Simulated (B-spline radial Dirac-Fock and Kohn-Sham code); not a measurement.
ΔSCF core binding energies without Breit or QED terms, calculated with a radial atomic solver.

A sound run for Yb⁵⁺ in the configuration 1s2 2s2 2p6 3s2 3p6 3d10 4s2 4p6 4d10 4f12 5s2 5p5: The ground state converged in 11 iterations, with total energy -14061.77414 Ha, virial ratio 1.90050 and highest orbital energy -88.01 eV. ΔSCF binding energies: K (1s) 61698.5 eV, L3 (2p3/2) 9046.8 eV, M5 (3d5/2) 1611.5 eV.

A second run, with one unsound setting: The ground state had not converged after 57 iterations, with total energy -14061.70151 Ha, virial ratio 1.89989 and highest orbital energy -81.66 eV. ΔSCF binding energies: K (1s) 61701.2 eV, L3 (2p3/2) 9049.5 eV, M5 (3d5/2) 1614.1 eV (not all states converged, so these are not final).

```
iter   energy (Ha)        error
   1   -14030.36633269  2.18e+00
   2   -14040.27823687  1.49e+00
   3   -14042.14073529  1.41e+00
   4   -14043.85512231  1.34e+00
   5   -14045.43196172  1.27e+00
   6   -14046.88115183  1.20e+00
   7   -14048.21196320  1.13e+00
   8   -14049.43307425  1.07e+00
   9   -14050.55260508  1.01e+00
  17   -14056.66576935  6.27e-01
  25   -14059.54416317  3.96e-01
  33   -14060.82966438  2.50e-01
  41   -14061.37910998  1.78e-01
  49   -14061.60740416  1.28e-01
  57   -14061.70150656  9.25e-02
```

Q: Which fault fits the second run best?
A. mesh too coarse
B. overfilled shell
C. damping too heavy
D. spline order too low

A: C. The input had damp = 0.97; ndamp = 100: damp is so close to 1 that the orbitals hardly move in each step.
